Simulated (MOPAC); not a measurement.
MOPAC input (PM7):

```
PM7 1SCF CHARGE=-1 GEO-OK AUX(PRECISION=9) THREADS=1
H3BO2P

O    -1.13600500 1    0.34081000 1   -1.29693400 1
B    -0.58681600 1   -0.04588000 1   -0.20957000 1
O    -1.21301500 1   -0.70080700 1    0.90022400 1
P     1.34888000 1    0.32112600 1    0.24821600 1
H    -2.14242500 1   -0.77346400 1    0.64551100 1
H     1.72684700 1   -0.90749600 1    0.86201300 1
H     1.90862200 1   -0.02655200 1   -1.00924100 1
```

From the output:

```
                                                       MOPAC v23.2.5 Linux

          FINAL HEAT OF FORMATION =       -185.03766 KCAL/MOL =    -774.19755 KJ/MOL

          COSMO AREA              =        103.52 SQUARE ANGSTROMS
          COSMO VOLUME            =         87.16 CUBIC ANGSTROMS

          IONIZATION POTENTIAL    =          5.218163 EV
          HOMO LUMO ENERGIES (EV) =         -5.218  4.267
          NO. OF FILLED LEVELS    =         12
          MOLECULAR WEIGHT        =         76.8063         POINT GROUP:  C1

          MOLECULAR DIMENSIONS (Angstroms)

            Atom       Atom       Distance
            H     7    H     5     4.43926
            H     6    O     1     3.44421
            P     4    H     5     0.88176

          SCF CALCULATIONS        =          1

   ATOM   CHEMICAL          X               Y               Z
  NUMBER   SYMBOL      (ANGSTROMS)     (ANGSTROMS)     (ANGSTROMS)

     1       O         -1.13600500  *   0.34081000  *  -1.29693400  *
     2       B         -0.58681600  *  -0.04588000  *  -0.20957000  *
     3       O         -1.21301500  *  -0.70080700  *   0.90022400  *
     4       P          1.34888000  *   0.32112600  *   0.24821600  *
     5       H         -2.14242500  *  -0.77346400  *   0.64551100  *
     6       H          1.72684700  *  -0.90749600  *   0.86201300  *
     7       H          1.90862200  *  -0.02655200  *  -1.00924100  *

                             CARTESIAN COORDINATES

   1    O       -1.136005000     0.340810000    -1.296934000
   2    B       -0.586816000    -0.045880000    -0.209570000
   3    O       -1.213015000    -0.700807000     0.900224000
   4    P        1.348880000     0.321126000     0.248216000
   5    H       -2.142425000    -0.773464000     0.645511000
   6    H        1.726847000    -0.907496000     0.862013000
   7    H        1.908622000    -0.026552000    -1.009241000

           Empirical Formula: H3 O2 B P  =     7 atoms

      MOLECULAR POINT GROUP   :   C1

                  EIGENVALUES
 -42.80430 -24.39413 -22.94533 -13.35981 -12.29217 -10.66721 -10.03098  -9.20057
  -7.94179  -7.00426  -6.31706  -5.21816   4.26669   4.85895   5.23567   7.23892
   7.89130   9.58490  10.45219 106.43027 107.24829 107.29033 107.50767 108.19092

              NET ATOMIC CHARGES AND DIPOLE CONTRIBUTIONS

  ATOM NO.   TYPE          CHARGE      No. of ELECS.   s-Pop       p-Pop       d-Pop
    1          O          -0.501937        6.5019     1.85043     4.65150
    2          B           0.218396        2.7816     0.64225     2.13935
    3          O          -0.574610        6.5746     1.81311     4.76150
    4          P          -0.853634        5.8536     1.78930     4.03216     0.03217
    5          H           0.309178        0.6908     0.69082
    6          H           0.202180        0.7978     0.79782
    7          H           0.200426        0.7996     0.79957
 DIPOLE           X         Y         Z       TOTAL
 POINT-CHG.     0.233    -2.185     0.202     2.206
 HYBRID        -0.007    -0.434    -0.039     0.436
 SUM            0.227    -2.619     0.164     2.634

          ATOMIC ORBITAL ELECTRON POPULATIONS

     Atom    s        px        py        pz      x^2-y^2     xz        z^2       yz        xy
    1  O   1.85043   1.69621   1.48603   1.46927
    2  B   0.64225   0.70448   0.71860   0.71627
    3  O   1.81311   1.36889   1.78758   1.60503
    4  P   1.78930   1.36383   1.46999   1.19834   0.00792   0.00852   0.00557   0.00457   0.00558
    5  H   0.69082
    6  H   0.79782
    7  H   0.79957

 **********************
 *                    *
 * JOB ENDED NORMALLY *
 *                    *
 **********************

 == MOPAC DONE ==
```

The dipole moment of an ion depends on the origin.

The geometry given is a B3LYP-D3(BJ)/def2-TZVP minimum.
